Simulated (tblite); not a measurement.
Input of a run (GFN2-xTB geometry optimisation, gas phase (tblite 0.8.0)), started from a force field or distance geometry:
```
{"job": {"kind": "relax", "xc": "GFN2-xTB", "basis": "xTB"}, "charge": 0, "multiplicity": 1}
C      2.357300     2.160700     0.198400
C      2.101300     0.991600    -0.400900
C      0.907600     0.178800    -0.307200
C      0.838700    -0.981900    -0.992300
Si    -0.669600    -2.085500    -0.929400
C     -1.779200    -0.919600     0.271200
C     -0.892900    -0.453400     1.472300
C     -0.294400     0.635400     0.519300
C     -1.677800     0.554800    -0.219800
H      3.300600     2.655900     0.054200
H      1.635400     2.673900     0.833900
H      2.902800     0.573800    -1.006700
H      1.648900    -1.366600    -1.578800
H     -1.292900    -2.209700    -2.277400
H     -0.381100    -3.382100    -0.295900
H     -2.760600    -1.341300     0.490400
H     -0.192300    -1.176600     1.909200
H     -1.480100    -0.040000     2.304000
H     -0.150400     1.592600     1.024100
H     -1.679500     0.738900    -1.294700
H     -2.450600     1.217100     0.225600
```

Output (eV, eV/Å):
```
step      E/eV     max force
  0    -677.39309    1.684
  1    -677.49517    1.131
  2    -677.57395    0.608
  3    -677.60374    0.584
  4    -677.63320    0.386
  5    -677.64912    0.344
  6    -677.65812    0.232
  7    -677.66361    0.213
  8    -677.66837    0.180
  9    -677.67322    0.200
 10    -677.67705    0.134
 11    -677.67993    0.124
 12    -677.68291    0.115
 13    -677.68626    0.149
 14    -677.68916    0.128
 15    -677.69118    0.100
 16    -677.69281    0.093
 17    -677.69432    0.090
 18    -677.69546    0.073
 19    -677.69611    0.049
 20    -677.69650    0.040
 21    -677.69683    0.045
 22    -677.69713    0.038
 23    -677.69739    0.038
 24    -677.69760    0.030
 25    -677.69778    0.034
 26    -677.69791    0.027
 27    -677.69799    0.022
 28    -677.69806    0.018
 29    -677.69813    0.021
 30    -677.69820    0.018
 31    -677.69825    0.019
 32    -677.69828    0.017
 33    -677.69830    0.014
 34    -677.69832    0.013
 35    -677.69834    0.010
```

Question: Summarise the run.

Answer: The energy falls by 29.5 kJ/mol over 35 L-BFGS steps, the largest force on an atom goes from 1.68 to 0.010 eV/Å, and the atoms move by 0.088 Å rms after alignment. The bond that changes most is Si5–C6 (SiH2 silicon to sp3 carbon bound to silicon), which shortens by 0.111 Å. Bonds longer at the end by more than 0.005 Å: 2 of 22; shorter: 12. Among the angles that change most is Si5–C4–H13, from 114.6° to 121.1°. The energy never rose by more than 1e-5 eV on the way. The first step brought 33 % of the lowering.

Question: What are the final bond lengths?

Answer: C1=C2 1.329 Å, C2–C3 1.454 Å, C3=C4 1.346 Å, C4–Si5 1.874 Å, Si5–C6 1.897 Å, C6–C7 1.536 Å, C7–C8 1.540 Å, C8–C9 1.540 Å, C3–C8 1.503 Å, C6–C9 1.536 Å, C1–H10 1.077 Å, C1–H11 1.076 Å, C2–H12 1.084 Å, C4–H13 1.082 Å, Si5–H14 1.468 Å, Si5–H15 1.468 Å, C6–H16 1.089 Å, C7–H17 1.090 Å, C7–H18 1.090 Å, C8–H19 1.088 Å, C9–H20 1.090 Å, C9–H21 1.090 Å. Numbering counts from 1 in the input's order; the species is `C=CC1=C[SiH2][C@H]2C[C@@H]1C2`.

Its GFN2-xTB frequencies are all real (lowest 18 cm⁻¹). One conformer, not necessarily the lowest.

The numbers are calculated, not measured.
